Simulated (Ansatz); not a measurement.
C2H5BOSe can be A, `C[Se]B1CO1`, or B, `OB1CC[Se]1`.

Program: Ansatz. Geometries: PBE0-D4/def2-TZVP. ΔE: electronic, gas phase. CCSD(T)/CBS is the MP2 limit (def2-TZVPP, def2-QZVPP) plus CCSD(T) − MP2 in def2-TZVPP, frozen cores. DFT in def2-TZVPP. B3LYP here is the variant with VWN-RPA as its local correlation; programs differ in this. For Se outer-core shells are correlated without core-valence functions, which leaves a few kJ/mol of doubt a bond. Scalar relativity is left out up to krypton. Each species was taken in one conformer, which may not be the lowest.

Q: Which is lower in electronic energy at CCSD(T)/CBS, and by how much? (Estimate.)

A: Computed: B, by 150.7 kJ/mol.

Q: Give E(B) − E(A) in kJ/mol with B3LYP, ωB97M-V, B2PLYP, CCSD(T)/def2-TZVPP, CCSD/def2-TZVPP, MP2/def2-TZVPP, PBE0-D4. (Estimate.)

A: Computed: B3LYP -134.8, ωB97M-V -145.9, B2PLYP -140.9, CCSD(T)/def2-TZVPP -147.2, CCSD/def2-TZVPP -148.2, MP2/def2-TZVPP -152.1, PBE0-D4 -149.3. None reverses the order clearly.

Largest T1 diagnostic: 0.013.

From PBE to PBE0 (25 % exact exchange), in def2-TZVPP and without D4, E(B) − E(A) moves by −11.2 kJ/mol. The D4 term adds −4.2 kJ/mol with B3LYP and −1.9 kJ/mol with PBE0; it sums over pairs of atoms, weighted by their polarisabilities, and B3LYP, whose exchange is more repulsive, gets the larger term.
